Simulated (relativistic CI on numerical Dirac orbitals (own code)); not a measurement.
## Yb³⁺: 4d photoemission

Computed with this model: Dirac-Coulomb-Breit CI, orbitals from a KLI potential per configuration, QED by a radiative potential, valence Slater integrals scaled by 0.8, multiplet model of photoemission in the sudden approximation; configurations [Xe] 4f13 → [Kr] 4d9 4f13 5s2 5p6; 80 K; Lorentzian 0.7 eV and Gaussian 0.6 eV FWHM. Energies are those of the free ion, without screening or charge transfer. The energies are binding energies and can lie tens of eV above those of solids. S is read from ⟨S²⟩ = S(S + 1).

free ion: ground-state S = 0.50, centroid 230.82 eV. Peaks (eV, height): 221.8 (82), 222.8 (61), 225.7 (46), 230.8 (100), 232.7 (19), 236.5 (52), 237.4 (46), 238.5 (35), 240.8 (7), 243.3 (48).

Strongest unbroadened transitions for free ion:

```csv
Energy (eV),Relative strength
221.81,100.0
222.87,63.2
225.62,25.9
225.63,23.7
226.27,14.9
226.61,11.2
229.58,12.6
230.69,83.3
230.91,48.0
230.93,4.0
232.22,1.4
232.78,17.3
236.46,59.0
237.44,44.2
238.60,37.9
240.83,4.3
243.31,62.2
243.64,1.7
```
